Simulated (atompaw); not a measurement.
**dysprosium (Dy) PAW (atompaw): all-electron and pseudo phase curves**

* Element: dysprosium (Dy)
* Generator: atompaw 4.2.0.5
* Type: PAW
* Functional: PBE
* Relativity: scalar-relativistic
* Frozen core: [Xe] 4f9
* Valence charge: 3
* Reference configuration: 5d1 6s0.5 6p0 (charge +1.5)
* Partial waves: 6s (bound): rc 2.65 bohr; 6s channel at -0.2 Ry: rc 2.65 bohr; 6p (bound, empty): rc 3.00 bohr; 6p channel at 2.45 Ry: rc 3.00 bohr; 5d (bound): rc 3.00 bohr; 5d channel at 0.7 Ry: rc 3.00 bohr
* Local potential: bessel scheme, radius 2.05 bohr
* Core correction: smooth core density matched at 1.80 bohr
* Augmentation charge: besselshape compensation charge, radius 2.90 bohr; PAW radius 3.00 bohr; waves and projectors: custom rrkj gramschmidtortho

The phase is arctan(r·u′/u) with u = r·R(r), unwrapped; energies in Ry, scanned from -3 to 5 Ry. A pole is an energy at which the radial function vanishes at the test radius. The pseudo phase is shifted by a multiple of π to meet the all-electron one at the reference energy, and phase errors are pseudo minus all-electron; the curves can meet again beyond the range given. Levels narrower than the energy grid can be missing from the lists of poles.

Task: For each channel, where are the poles, and over which energies does the pseudopotential scatter like the atom?

Result:

```
channel  radius (bohr)  reference energy (Ry)  poles, all-electron  poles, pseudo  unbroken range about the reference energy with phases within 0.05 rad  phase error 1 Ry above the reference energy (rad)
      s           3.00                  -0.91                 1.22           1.21                                                              below 3.3                                             +0.000
      p           3.00                  -0.61          -2.74, 2.49     0.17, 2.49                                                           -2.2 to -0.3                                             -2.625
      d           3.00                  -0.85          -0.29, 4.74    -0.30, 3.57                                                              below 1.5                                             -0.001
```

Note: ghost state, extra bound levels that the all-electron valence spectrum of the same l lacks: s at -43.9 eV. A true bound ghost makes a file unfit for plane-wave use.

Phases in the p channel:

```
E (Ry)  all-electron  pseudo
 -3.00         0.901  -1.786
 -2.76        -1.548  -1.797
 -2.52        -1.712  -1.810
 -2.28        -1.766  -1.826
 -2.04        -1.804  -1.845
 -1.80        -1.839  -1.869
 -1.56        -1.877  -1.899
 -1.32        -1.924  -1.940
 -1.08        -1.986  -1.996
 -0.84        -2.075  -2.079
 -0.60        -2.217  -2.217
 -0.36        -2.467  -2.485
 -0.12        -2.926  -3.108
  0.12        -3.553  -4.367
  0.36        -4.014  -6.519
  0.60        -4.266  -7.255
  0.84        -4.408  -7.492
  1.08        -4.498  -7.613
  1.32        -4.559  -7.688
  1.56        -4.604  -7.740
  1.80        -4.640  -7.779
  2.04        -4.669  -7.809
  2.28        -4.693  -7.835
  2.52        -4.715  -7.856
  2.76        -4.735  -7.876
  3.00        -4.754  -7.894
  3.24        -4.772  -7.912
  3.48        -4.792  -7.929
  3.72        -4.812  -7.946
  3.96        -4.834  -7.965
  4.20        -4.859  -7.986
  4.44        -4.890  -8.009
  4.68        -4.928  -8.038
  4.92        -4.980  -8.073
```
